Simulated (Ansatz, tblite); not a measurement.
Cost and result up the ladder for In2Se3 (the lowest singlet isomer of a short search) (5 atoms). Total charge 0; singlet. Geometry: B3LYP-D4/def2-SVP.

```xyz
5

In   -0.7034   -0.4956   -2.2864
In    2.0271    0.2041    0.9474
Se   -0.2178   -1.7870    0.3719
Se   -0.8866    0.2992    1.3732
Se   -0.2193    1.7793   -0.4061
```

Ansatz on 4 threads of Arm Neoverse V1 on a shared host; xTB runs through tblite on one thread. Times are rough, summed over both states, and most runs start from the orbitals of an earlier one. PBE-QIDH/def2-TZVP serves as the yardstick here, not as an exact answer. The other state is a quintet at its own geometry, which has other bonds, so the gap mixes isomer and spin.

In the def2 sets In takes a core potential; there is no spin–orbit coupling. The xTB rows come from tblite. Correlated methods freeze 35 core orbitals; core or outer-core shells of In, Se are correlated, in sets that lack core-valence functions. At PBE0-D4/def2-TZVP a singlet of charge 0 lies 2.98 eV below the quintet, each at its own geometry. The structure comes from a short search, and lower isomers may exist.

Correlated methods converge slowly with the basis.

xTB has no spin-polarisation term.

```json
{"level": "GFN1-xTB", "functions": "45", "wall time": "0.013 s", "quintet − singlet (eV)": "4.48", "difference from PBE-QIDH/def2-TZVP (eV)": "1.27"}
{"level": "GFN2-xTB", "functions": "45", "wall time": "0.013 s", "quintet − singlet (eV)": "3.28", "difference from PBE-QIDH/def2-TZVP (eV)": "0.07"}
{"level": "PBE-D4/def2-TZVP", "functions": "244", "wall time": "15 s", "quintet − singlet (eV)": "2.79", "difference from PBE-QIDH/def2-TZVP (eV)": "-0.42"}
{"level": "r2SCAN-D4/def2-TZVP", "functions": "244", "wall time": "36 s", "quintet − singlet (eV)": "2.78", "difference from PBE-QIDH/def2-TZVP (eV)": "-0.43"}
{"level": "PBE0-D4/def2-TZVP", "functions": "244", "wall time": "40 s", "quintet − singlet (eV)": "2.97", "difference from PBE-QIDH/def2-TZVP (eV)": "-0.23"}
{"level": "MP2/def2-TZVP", "functions": "244", "wall time": "58 s", "quintet − singlet (eV)": "3.57", "difference from PBE-QIDH/def2-TZVP (eV)": "0.36"}
{"level": "PBE-QIDH/def2-TZVP (with forces)", "functions": "244", "wall time": "96 s", "quintet − singlet (eV)": "3.21", "difference from PBE-QIDH/def2-TZVP (eV)": "0.00"}
```
